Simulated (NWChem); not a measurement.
System: H2BO3 anion

Input file for NWChem:

```
start job
memory heap 200 mb stack 900 mb global 1100 mb
charge -1
geometry units angstroms noautoz
  O      0.005702    -1.488052     0.000007
  B      0.000807    -0.207555     0.000002
  O     -1.214765     0.601893    -0.000291
  O      1.210146     0.611170     0.000291
  H     -1.047834     1.548194     0.017924
  H      1.035967     1.556164    -0.017956
end
basis spherical
  O library def2-svpd
  B library def2-svpd
  H library def2-svpd
end
dft
  xc xwpbe 1.00 cpbe96 1.0 hfexch 1.00
  cam 0.4 cam_alpha 0.0 cam_beta 1.0
  iterations 150
  mulliken
end
task dft energy
```

Structure relaxed at the B3LYP/def2-SVPD level.

**Question.** What results follow from this input? (LC-wPBE (HJS exchange hole, range parameter 0.4 per bohr)/def2-SVPD.) Quantities: energy (Ha); highest occupied level (eV); orbital gap (eV).

**Answer.** The energy (Ha) comes out as -251.56. The highest occupied level (eV) is -3.84 and the orbital gap (eV) comes out as 9.04.
